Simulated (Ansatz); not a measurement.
Cl$_{2}$OSW (`[O]=[W](=[S])([Cl])[Cl]`), relaxed with RKS PBE0-D4/def2-TZVP in the Gaussian-basis code of Ansatz from a PBE-D4/def2-SVP geometry. The force threshold is 0.005 eV/Å; the program also tests the step.

Charge 0, multiplicity 1. W takes the def2 core potential.

Start:

```xyz
5

O     0.089   -0.362    1.742
W     0.010   -0.034    0.064
S    -0.660    1.995   -0.132
Cl    2.107   -0.193   -0.804
Cl   -1.546   -1.406   -0.869
```

Task: By how much does the energy fall, and how many steps does the optimiser take? (Best estimate.)

Result: Ansatz gave: 5.02 kJ/mol, in 4 steps.

Task: Which bonds change most? (An estimate is asked.)

Result: Computed: W2–Cl4 from 2.275 to 2.247 Å; W2–Cl5 from 2.275 to 2.247 Å; W2–S3 from 2.145 to 2.119 Å; O1–W2 from 1.711 to 1.687 Å.

Task: Give the relaxed structure. (Estimate.)

Result: The calculation gave: 
```xyz
5

O     0.089   -0.359    1.727
W     0.005   -0.019    0.076
S    -0.656    1.984   -0.128
Cl    2.063   -0.211   -0.806
Cl   -1.500   -1.394   -0.869
```
